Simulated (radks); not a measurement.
The nuclear charge of the titanium ion Ti2+ is varied continuously with 20 electrons held in [Ar] 3d2. Calculated with a radial shooting solver on a logarithmic mesh with Libxc functionals: non-relativistic Kohn-Sham, LDA (Slater exchange, Perdew-Wang correlation), spin-polarised, spherical densities, point nucleus; open shells are filled with parallel spins first. By the Hellmann-Feynman theorem dE/dZ = E(electron-nucleus)/Z, the electronic potential at the nucleus.

Z,E (hartree),E(electron-nucleus)/Z (hartree),HOMO,e(HOMO) (eV),<r> HOMO (bohr)
21,-758.41931,-85.4926,3d,-7.658,1.920
21.25,-779.95624,-86.8018,3d,-10.424,1.741
21.5,-801.81978,-88.1057,3d,-13.546,1.605
21.75,-824.00877,-89.4057,3d,-16.989,1.496
22,-846.52236,-90.7026,3d,-20.725,1.408
22.25,-869.35988,-91.9972,3d,-24.735,1.333
22.5,-892.52080,-93.2899,3d,-29.004,1.269
22.75,-916.00471,-94.5811,3d,-33.522,1.213
23,-939.81124,-95.8710,3d,-38.278,1.163

The central difference of E at Z = 22 is -90.702 hartree, to compare with the third column; the second derivative is -5.18 hartree.
